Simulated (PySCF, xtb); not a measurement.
GeH₃F, SMILES [F][GeH3].

GFN2-xTB run with xtb at its own geometry gives an orbital gap of 7.70 eV and a dipole moment of 2.48 D.

Geometry: PBE0-D3(BJ)/def2-TZVP.

### Question
What does PySCF with M06-2X/def2-TZVPD give? (An estimate is asked for; the answer gives what the named calculation found.)

### Answer
gap 11.35 eV (levels -11.06 and 0.29 eV), dipole 2.25 D.
